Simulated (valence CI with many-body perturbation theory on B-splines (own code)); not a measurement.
E1 transitions of S+

Calculated by configuration interaction combined with many-body perturbation theory (CI+MBPT): five valence electrons over a frozen Dirac-Fock core [Ne], a basis of 10 s, 10 p, 9 d, 7 f, 4 g, 2 h functions for each j, with the one-electron correlation potential Σ1, the two-electron term Σ2, the three-electron term Σ3, Breit, model QED; selected CI, second order for the rest, scaled by the run's own slope (own B-spline code, finite nucleus).

Set against measurement, 49 paired levels are off by 60 cm⁻¹ on average, the worst by 187. Among the levels kept, up to 890 cm⁻¹ of a level comes from second order outside the variational space, and about a tenth of that is noise between levels of different J, which matters for small intervals.

Lines 151 to 200 of 232 in falling wavelength, among levels below 136242 cm⁻¹, chosen from the strongest by gf and those to the six lowest levels. Wavelengths and rates use the calculated energies, so an error of 60 cm⁻¹ moves a line at 111.9 nm by 0.067 % and its rate by three times that or more. Electric multipoles are in the length gauge, E1 and E2 with the static RPA response of the core. Weak lines are less certain than strong ones. Lines between different terms over intervals too small for the method are left out, as are lines whose strength nearly cancels and 1 of this kind that miss the measured wavelength by over 7 %. The highest levels of a list are the least certain.

Names give the largest LS component (configuration and term), which can be under half, so a name can repeat, a term be missing and a line seem to break the LS rules; names also repeat where a configuration has a term twice.

```
λ vac (nm)  λ from measured levels            Upper           Lower   A (s⁻¹)  log gf  Branch %
     111.9                   111.6  3s²3p²3d ⁴D_1/2  3s²3p³ ²P°_3/2  9.86e+03   -5.43       1.4
     111.8                   111.6  3s²3p²3d ⁴D_1/2  3s²3p³ ²P°_1/2  2.08e+04   -5.11       2.9
     111.8                   111.6  3s²3p²3d ⁴D_3/2  3s²3p³ ²P°_3/2  7.42e+01   -7.25       0.0
     111.8                   111.5  3s²3p²3d ⁴D_5/2  3s²3p³ ²P°_3/2  3.47e+04   -4.41       1.1
     111.8                   111.5  3s²3p²3d ⁴D_3/2  3s²3p³ ²P°_1/2  3.53e+04   -4.58       2.6
     111.0                   110.8  3s²3p²3d ²F_5/2  3s²3p³ ²P°_3/2  2.26e+04   -4.60       0.1
     110.4                   110.2  3s²3p²3d ²P_3/2  3s²3p³ ²D°_5/2  3.75e+07   -1.56      77.0
     110.4                   110.2  3s²3p²3d ²P_3/2  3s²3p³ ²D°_3/2  1.82e+06   -2.88       3.7
     109.8                   109.7  3s²3p²3d ²P_1/2  3s²3p³ ²D°_3/2  4.17e+07   -1.82      82.7
     105.8                   105.6  3s²3p²4s ⁴P_1/2  3s²3p³ ²D°_3/2  2.55e+06   -3.07       0.2
     105.5                   105.3  3s²3p²4s ⁴P_3/2  3s²3p³ ²D°_5/2  3.47e+06   -2.64       0.3
     105.5                   105.3  3s²3p²4s ⁴P_3/2  3s²3p³ ²D°_3/2  9.48e+05   -3.20       0.1
     105.1                   104.9  3s²3p²3d ⁴F_3/2  3s²3p³ ²D°_5/2  1.33e+04   -5.05       4.8
     105.0                   104.9  3s²3p²3d ⁴F_3/2  3s²3p³ ²D°_3/2  2.14e+05   -3.85      77.3
     105.0                   105.0     3s3p⁴ ²S_1/2  3s²3p³ ²P°_3/2  9.87e+07   -1.49      64.0
     105.0                   104.8  3s²3p²4s ⁴P_5/2  3s²3p³ ²D°_5/2  9.49e+05   -3.03       0.1
     105.0                   105.0     3s3p⁴ ²S_1/2  3s²3p³ ²P°_1/2  5.46e+07   -1.74      35.4
     105.0                   104.8  3s²3p²4s ⁴P_5/2  3s²3p³ ²D°_3/2  6.13e+04   -4.22       0.0
     104.9                   104.8  3s²3p²3d ⁴F_5/2  3s²3p³ ²D°_5/2  1.76e+05   -3.76      32.3
     104.9                   104.8  3s²3p²3d ⁴F_5/2  3s²3p³ ²D°_3/2  1.55e+05   -3.82      28.4
     104.7                   104.6  3s²3p²3d ⁴F_7/2  3s²3p³ ²D°_5/2  3.09e+05   -3.39     100.0
     103.3                   103.1  3s²3p²4s ²D_3/2  3s²3p³ ²P°_3/2  6.23e+07   -1.40       4.5
     103.3                   103.1  3s²3p²4s ²D_5/2  3s²3p³ ²P°_3/2  1.69e+08   -0.79      12.0
     103.2                   103.1  3s²3p²4s ²D_3/2  3s²3p³ ²P°_1/2  1.36e+08   -1.06       9.9
     102.2                   102.2     3s3p⁴ ²D_3/2  3s²3p³ ⁴S°_3/2  5.14e+03   -5.49       0.0
     102.1                   102.1     3s3p⁴ ²D_5/2  3s²3p³ ⁴S°_3/2  3.51e+04   -4.48       0.1
     102.1                   102.0  3s²3p²4s ²P_1/2  3s²3p³ ²D°_3/2  1.63e+09   -0.29      77.7
     101.6                   101.4  3s²3p²4s ²P_3/2  3s²3p³ ²D°_5/2  1.46e+09   -0.04      69.4
     101.6                   101.4  3s²3p²4s ²P_3/2  3s²3p³ ²D°_3/2  1.03e+08   -1.19       4.9
     100.8                   100.7  3s²3p²3d ⁴D_1/2  3s²3p³ ²D°_3/2  3.93e+05   -3.92      53.9
     100.8                   100.7  3s²3p²3d ⁴D_3/2  3s²3p³ ²D°_5/2  2.48e+05   -3.82      18.2
     100.8                   100.7  3s²3p²3d ⁴D_3/2  3s²3p³ ²D°_3/2  1.01e+05   -4.21       7.4
     100.8                   100.7  3s²3p²3d ⁴D_5/2  3s²3p³ ²D°_5/2  2.13e+04   -4.71       0.7
     100.8                   100.6  3s²3p²3d ⁴D_5/2  3s²3p³ ²D°_3/2  1.91e+06   -2.76      60.3
     100.7                   100.6  3s²3p²3d ⁴D_7/2  3s²3p³ ²D°_5/2  1.64e+06   -2.70     100.0
     100.2                   100.1  3s²3p²3d ²F_5/2  3s²3p³ ²D°_5/2  3.70e+06   -2.48       9.5
     100.1                   100.0  3s²3p²3d ²F_5/2  3s²3p³ ²D°_3/2  3.50e+07   -1.50      90.2
     99.69                   99.60  3s²3p²3d ²F_7/2  3s²3p³ ²D°_5/2  3.11e+07   -1.43     100.0
     95.25                   95.30     3s3p⁴ ²S_1/2  3s²3p³ ²D°_3/2  9.02e+05   -3.61       0.6
     94.72                   94.70  3s²3p²3d ²P_3/2  3s²3p³ ⁴S°_3/2  5.20e+03   -5.55       0.0
     94.44                   94.31  3s²3p²3d ⁴P_5/2  3s²3p³ ²P°_3/2  2.27e+05   -3.74       0.0
     94.33                   94.30  3s²3p²3d ²P_1/2  3s²3p³ ⁴S°_3/2  1.79e+03   -6.32       0.0
     94.25                   94.12  3s²3p²3d ⁴P_3/2  3s²3p³ ²P°_3/2  9.58e+04   -4.29       0.0
     94.21                   94.08  3s²3p²3d ⁴P_3/2  3s²3p³ ²P°_1/2  8.42e+01   -7.35       0.0
     94.14                   94.00  3s²3p²3d ⁴P_1/2  3s²3p³ ²P°_3/2  6.73e+04   -4.75       0.0
     94.10                   93.96  3s²3p²3d ⁴P_1/2  3s²3p³ ²P°_1/2  1.53e+03   -6.39       0.0
     93.81                   93.77  3s²3p²4s ²D_3/2  3s²3p³ ²D°_5/2  8.56e+07   -1.35       6.2
     93.81                   93.77  3s²3p²4s ²D_5/2  3s²3p³ ²D°_5/2  1.14e+09   -0.05      81.1
     93.79                   93.74  3s²3p²4s ²D_3/2  3s²3p³ ²D°_3/2  1.09e+09   -0.24      79.3
     93.79                   93.74  3s²3p²4s ²D_5/2  3s²3p³ ²D°_3/2  9.41e+07   -1.13       6.7
```
